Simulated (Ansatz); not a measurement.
Cost and result up the ladder for the cluster ZrO₄H₄ (9 atoms). Total charge 0; singlet. Geometry: PBE-D4/def2-SVP.

Cartesian coordinates in Å:
```
Zr -0.206 0.268 -0.092
O 0.245 2.026 -0.723
O 0.796 -1.061 -1.280
O -0.303 -1.936 -0.807
O 0.252 -0.047 1.760
H 0.481 2.894 -1.077
H -2.081 0.254 -0.187
H 0.174 -2.560 -0.214
H 0.642 0.161 2.621
```

Ansatz on 4 threads of Arm Neoverse V1 on a shared host. Times are rough, and most runs start from the orbitals of an earlier one. PBE0-D4/def2-TZVP serves as the yardstick here, not as an exact answer. Binding counts from free atoms at the same level (Zr triplet, O triplet, H doublet; other spins of the atoms weren't run), without zero-point energy or a counterpoise term.

In the def2 sets Zr takes a core potential; there is no spin–orbit coupling. LC-ωPBE has ω = 0.4 bohr⁻¹. HSE06 is defined as in plane-wave codes, on full-range PBE exchange. Correlated methods freeze 4 core orbitals; core or outer-core shells of Zr are correlated, in sets that lack core-valence functions. The structure holds one bond between oxygen atoms, so isomers without such links may lie far lower. No other spin state of charge 0 was run. Another isomer (singlet) lies 0.03 eV lower at PBE0-D4/def2-TZVP; other spin states weren't run for this one.

Correlated methods converge slowly with the basis.

```
             level  functions  binding energy per atom (eV)  difference from PBE0-D4/def2-TZVP (eV)                         remarks
 LC-ωPBE/def2-TZVP        188                          3.93                                    0.05                               –
 CCSD(T)/def2-TZVP        188                          3.81                                   -0.07  test for broken spin undecided
HSE06-D4/def2-TZVP        188                          3.89                                    0.00                               –
 PBE0-D4/def2-TZVP        188                          3.89                                    0.00                               –
```

(1) Estimate how long each takes.

Answers

(1) LC-ωPBE/def2-TZVP 2.2 s; HSE06-D4/def2-TZVP 2.5 s; PBE0-D4/def2-TZVP 2.8 s; CCSD(T)/def2-TZVP 1.9 min. On shared hardware such times vary by a factor of up to 3.
